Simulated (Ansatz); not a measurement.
Relaxation of Be₃Se₃ with RKS PBE0-D4/def2-SVP.

```sh
$ ansatz run in.yaml --threads 4 --pin off --events-out ev --progress --plain --max-ram 4787MiB
```

```yaml
crystal:
  periodic: [false, false, false]
  atoms:
    - {symbol: Be, position_ang: [-0.156160, 1.455400, 0.088940]}
    - {symbol: Be, position_ang: [-0.220820, -1.023960, -0.110360]}
    - {symbol: Be, position_ang: [1.648170, 0.610460, 0.289640]}
    - {symbol: Se, position_ang: [-1.675930, 0.114300, 0.940940]}
    - {symbol: Se, position_ang: [-1.332300, 0.285340, -1.360930]}
    - {symbol: Se, position_ang: [1.737040, -1.441540, 0.151780]}
basis:
  gaussian: {orbitals: def2-SVP}
hamiltonian: {xc: pbe0, dispersion: d4}
scf: {lower_state_search: "off"}
output: {orbitals: {seedname: orbitals}}
relax: {f_tol: 0.02, max_steps: 100}
```

It took 15 s on 4 threads of Intel Xeon Platinum 8375C on a shared host.

Positions (Å) and forces (eV/Å) at steps 1, 2, 3, 4, 5 of 5:

```xyz
6
step=1 energy=-197206.0338 eV
Be   -0.156    1.455    0.089    0.260    0.235    0.047
Be   -0.221   -1.024   -0.110    0.528   -0.039    0.074
Be    1.648    0.610    0.290    0.097   -0.161    0.005
Se   -1.676    0.114    0.941   -1.189    0.103    1.602
Se   -1.332    0.285   -1.361   -0.665    0.365   -1.833
Se    1.737   -1.442    0.152    0.969   -0.503    0.106
6
step=2 energy=-197206.3261 eV
Be   -0.165    1.412    0.083   -0.054    0.072   -0.008
Be   -0.147   -0.911   -0.091    0.295   -0.013    0.042
Be    1.676    0.560    0.291   -0.028   -0.291   -0.024
Se   -1.774    0.128    0.973   -0.233    0.096    0.070
Se   -1.418    0.305   -1.417   -0.201    0.111   -0.114
Se    1.828   -1.493    0.161    0.221    0.024    0.034
6
step=3 energy=-197206.3550 eV
Be   -0.189    1.423    0.080   -0.039   -0.192   -0.022
Be   -0.092   -0.867   -0.080   -0.019    0.026   -0.001
Be    1.655    0.509    0.285    0.103   -0.060    0.011
Se   -1.806    0.141    0.969    0.001    0.042   -0.023
Se   -1.450    0.318   -1.420   -0.006    0.039    0.030
Se    1.882   -1.525    0.166   -0.040    0.144    0.005
6
step=4 energy=-197206.3581 eV
Be   -0.184    1.389    0.078   -0.059    0.040   -0.006
Be   -0.091   -0.853   -0.078   -0.006   -0.008   -0.001
Be    1.680    0.510    0.289   -0.058   -0.044   -0.012
Se   -1.823    0.146    0.966    0.058    0.006   -0.006
Se   -1.467    0.323   -1.421    0.054    0.005    0.023
Se    1.885   -1.515    0.167    0.010    0.001    0.002
6
step=5 energy=-197206.3593 eV
Be   -0.189    1.397    0.078    0.001   -0.003   -0.001
Be   -0.091   -0.858   -0.079    0.004    0.004    0.001
Be    1.669    0.508    0.287   -0.006   -0.002   -0.001
Se   -1.815    0.146    0.967    0.002    0.001   -0.008
Se   -1.459    0.323   -1.420   -0.001    0.000    0.008
Se    1.885   -1.517    0.167    0.000    0.000    0.000
```

Another isomer (singlet) lies 3.24 eV lower at PBE0-D4/def2-TZVP; other spin states weren't run for this one.
